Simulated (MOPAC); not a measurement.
Input file for MOPAC: PM7 on GaH4IO (a complex), monomers drawn apart or pushed together.

```
PM7 1SCF PRECISE CHARGE=0 THREADS=1
GaH4IO

Ga    -0.02731395 1    -1.20651865 1     1.50893176 1
I     -0.16180392 1     1.06806160 1     0.28493848 1
H      1.39649928 1    -1.83709612 1     1.48392398 1
H     -1.41062723 1    -1.91961830 1     1.66194848 1
O      0.00894971 1    -0.26112762 1     3.77568670 1
H      0.17343080 1     0.66764590 1     3.54371561 1
H     -0.86245929 1    -0.28709545 1     4.19319785 1
```

The log:

```
*******************************************************************************
 **                                                                           **
 **                              MOPAC v23.2.5                                **
 **                                                                           **
 *******************************************************************************
 ** MOPAC's Digital Object Identifier: https://doi.org/10.5281/zenodo.6511958 **
 **                                                                           **
 ** Please cite the open-source release paper for use of this MOPAC version:  **
 ** J. E. Moussa and J. J. P. Stewart (2026)                                  **
 ** MOPAC: An open-source semiempirical molecular orbital program             **
 ** J. Open Source Softw., 11(119), 8025, https://doi.org/10.21105/joss.08025 **
 *******************************************************************************

                              PM7 CALCULATION RESULTS

 *******************************************************************************
 *  PM7        - The PM7 Hamiltonian to be used
 *
 *
 *
 *                 CHARGE ON SYSTEM = 0
 *
 *
 *
 *  PRECISE    - TIGHTER CRITERIA TO BE USED
 *  1SCF       - DO 1 SCF AND THEN STOP
 *  THREADS=1  - MULTI-THREADING NOT USED
 *  T=         - A TIME OF 172800.0 SECONDS REQUESTED
 *  DUMP=N     - RESTART FILE WRITTEN EVERY 7200.0 SECONDS REQUESTED
 *******************************************************************************
PM7 1SCF PRECISE CHARGE=0 THREADS=1
 GaH4IO

   ATOM   CHEMICAL          X               Y               Z
  NUMBER   SYMBOL      (ANGSTROMS)     (ANGSTROMS)     (ANGSTROMS)

     1      Ga         -0.02731395  *  -1.20651865  *   1.50893176  *
     2       I         -0.16180392  *   1.06806160  *   0.28493848  *
     3       H          1.39649928  *  -1.83709612  *   1.48392398  *
     4       H         -1.41062723  *  -1.91961830  *   1.66194848  *
     5       O          0.00894971  *  -0.26112762  *   3.77568670  *
     6       H          0.17343080  *   0.66764590  *   3.54371561  *
     7       H         -0.86245929  *  -0.28709545  *   4.19319785  *



          CARTESIAN COORDINATES

    NO.       ATOM           X           Y           Z

     1        Ga         -0.0273     -1.2065      1.5089
     2         I         -0.1618      1.0681      0.2849
     3         H          1.3965     -1.8371      1.4839
     4         H         -1.4106     -1.9196      1.6619
     5         O          0.0089     -0.2611      3.7757
     6         H          0.1734      0.6676      3.5437
     7         H         -0.8625     -0.2871      4.1932

 General Reference for PM7:
 "Optimization of Parameters for Semiempirical Methods VI: More Modifications to the
 NDDO Approximations and Re-optimization of Parameters", J. J. P. Stewart, J. Mol. Mod., 1:32, 19 (2013)
 https://link.springer.com/article/10.1007/s00894-012-1667-x

           Empirical Formula: H4 O Ga I  =     7 atoms



      MOLECULAR POINT GROUP   :   C1


      RHF CALCULATION, NO. OF DOUBLY OCCUPIED LEVELS = 10


 -------------------------------------------------------------------------------
 PM7 1SCF PRECISE CHARGE=0 THREADS=1
 GaH4IO



     1SCF WAS SPECIFIED, SO BFGS WAS NOT USED
     SCF FIELD WAS ACHIEVED


                              PM7 CALCULATION
                                                       MOPAC v23.2.5 Linux




          FINAL HEAT OF FORMATION =        -75.25971 KCAL/MOL =    -314.88661 KJ/MOL


          COSMO AREA              =        124.79 SQUARE ANGSTROMS
          COSMO VOLUME            =        111.15 CUBIC ANGSTROMS

          IONIZATION POTENTIAL    =          8.983576 EV
          HOMO LUMO ENERGIES (EV) =         -8.984  0.265
          NO. OF FILLED LEVELS    =         10
          MOLECULAR WEIGHT        =        216.6705         POINT GROUP:  C1

          MOLECULAR DIMENSIONS (Angstroms)

            Atom       Atom       Distance
            H     7    I     2     4.19546
            H     6    H     4     3.50973
            H     3    I     2     2.79435


          SCF CALCULATIONS        =          1





   ATOM   CHEMICAL          X               Y               Z
  NUMBER   SYMBOL      (ANGSTROMS)     (ANGSTROMS)     (ANGSTROMS)

     1      Ga         -0.02731395  *  -1.20651865  *   1.50893176  *
     2       I         -0.16180392  *   1.06806160  *   0.28493848  *
     3       H          1.39649928  *  -1.83709612  *   1.48392398  *
     4       H         -1.41062723  *  -1.91961830  *   1.66194848  *
     5       O          0.00894971  *  -0.26112762  *   3.77568670  *
     6       H          0.17343080  *   0.66764590  *   3.54371561  *
     7       H         -0.86245929  *  -0.28709545  *   4.19319785  *

                             CARTESIAN COORDINATES

   1   Ga       -0.027313950    -1.206518650     1.508931760
   2    I       -0.161803920     1.068061600     0.284938480
   3    H        1.396499280    -1.837096120     1.483923980
   4    H       -1.410627230    -1.919618300     1.661948480
   5    O        0.008949710    -0.261127620     3.775686700
   6    H        0.173430800     0.667645900     3.543715610
   7    H       -0.862459290    -0.287095450     4.193197850


           Empirical Formula: H4 O Ga I  =     7 atoms



      MOLECULAR POINT GROUP   :   C1


                  EIGENVALUES
 -30.80609 -23.50607 -19.07536 -18.51310 -15.62335 -13.56838 -11.94886  -9.90259
  -9.13816  -8.98358   0.26475   1.23746   2.79423   2.83929   4.29767   5.09315
 126.96104 127.03250 127.07945 127.23178 127.24866


              NET ATOMIC CHARGES AND DIPOLE CONTRIBUTIONS

  ATOM NO.   TYPE          CHARGE      No. of ELECS.   s-Pop       p-Pop       d-Pop
    1         Ga           0.226976        2.7730     1.21443     1.55860
    2          I          -0.411093        7.4111     1.90140     5.50642     0.00327
    3          H           0.064229        0.9358     0.93577
    4          H           0.051671        0.9483     0.94833
    5          O          -0.632634        6.6326     1.80924     4.82340
    6          H           0.351863        0.6481     0.64814
    7          H           0.348988        0.6510     0.65101
 DIPOLE           X         Y         Z       TOTAL
 POINT-CHG.    -0.809    -3.027     3.498     4.696
 HYBRID        -0.196     0.483     0.412     0.665
 SUM           -1.005    -2.544     3.910     4.771


          ATOMIC ORBITAL ELECTRON POPULATIONS

     Atom    s        px        py        pz      x^2-y^2     xz        z^2       yz        xy
    1 Ga   1.21443   0.94939   0.46590   0.14330
    2  I   1.90140   1.99429   1.64369   1.86844   0.00110   0.00012   0.00030   0.00134   0.00040
    3  H   0.93577
    4  H   0.94833
    5  O   1.80924   1.53154   1.46689   1.82496
    6  H   0.64814
    7  H   0.65101

 **********************
 *                    *
 * JOB ENDED NORMALLY *
 *                    *
 **********************




 == MOPAC DONE ==
```

The run finished.

Cost: roughly 0.04 core-seconds.
